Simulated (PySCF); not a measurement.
A structure optimised at PBE0-D3(BJ)/def2-TZVP, used in a PySCF frequency run:

```xyz
4

Sb     0.9965     0.0478     0.0000
H      1.1471    -1.1495     1.2138
H      1.1471    -1.1495    -1.2138
Br    -1.5176    -0.0039     0.0000
```
Charge 0, spin multiplicity 1.

### Question
Write its SMILES, formula and point group.

### Answer
[Br][SbH2], BrH2Sb, Cs

### Question
What are its rotational constants (standard atomic weights)?

### Answer
86.814, 1.6279, 1.6273 GHz
